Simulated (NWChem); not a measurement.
System meant: SiF$_{2}$ cation, doublet

Here is an NWChem input.

```
start job
memory heap 200 mb stack 900 mb global 1100 mb
charge 1
geometry units angstroms noautoz
  F      1.373696     0.000000    -0.346894
  Si     0.000000     0.000000     0.442827
  F     -1.373696     0.000000    -0.346894
end
basis spherical
  * library def2-svp
end
dft
  odft
  mult 2
  xc b3lyp
  iterations 4
  mulliken
end
task dft energy
```

End of the output:

```
     --------------------------
     Expectation value of S2:
     --------------------------
      <S2> =      0.7521 (Exact =     0.7500)

 center of mass
 --------------
 x =   0.00000000 y =   0.00000000 z =  -0.02005478

 moments of inertia (a.u.)
 ------------------
          35.885672179306           0.000000000000           0.000000000000
           0.000000000000         291.936368814134           0.000000000000
           0.000000000000           0.000000000000         256.050696634828

     Multipole analysis of the density
     ---------------------------------

     L   x y z        total         alpha         beta         nuclear
     -   - - -        -----         -----         ----         -------
     0   0 0 0      1.000000    -16.000000    -15.000000     32.000000

     1   1 0 0      0.000000      0.000000      0.000000      0.000000
     1   0 1 0      0.000000      0.000000      0.000000      0.000000
     1   0 0 1      1.196875     -0.165321      1.362196     -0.000000

     2   2 0 0    -14.731295    -69.214715    -66.813966    121.297387
     2   1 1 0      0.000000      0.000000      0.000000      0.000000
     2   1 0 1     -0.000000     -0.000000     -0.000000      0.000000
     2   0 2 0    -11.975333     -6.743724     -5.231610      0.000000
     2   0 1 1      0.000000      0.000000      0.000000      0.000000
     2   0 0 2    -12.052648    -17.047152    -12.544124     17.538628

 ------------------------------------------------------------------------
 dft energy failed                                                                                  0
 ------------------------------------------------------------------------
 ------------------------------------------------------------------------
  current input line :
    19: task dft energy
 ------------------------------------------------------------------------
 ------------------------------------------------------------------------
 This type of error is most commonly associated with calculations not reaching convergence criteria
 ------------------------------------------------------------------------
 For more information see the NWChem manual at https://nwchemgit.github.io

0:dft energy failed:Received an Error in Communication
```

Problem. Can this run be used? If not, why, and what is the fix?

Solution. The run did not converge; its last values are not results. Cause: the SCF was allowed too few iterations. This input runs:
```
start job
memory heap 200 mb stack 900 mb global 1100 mb
charge 1
geometry units angstroms noautoz
  F      1.373696     0.000000    -0.346894
  Si     0.000000     0.000000     0.442827
  F     -1.373696     0.000000    -0.346894
end
basis spherical
  F library def2-svp
  Si library def2-svp
end
dft
  odft
  mult 2
  xc b3lyp
  iterations 150
  mulliken
end
task dft energy
```
It converges to -488.63158 Ha (B3LYP/def2-SVP, spin-unrestricted).
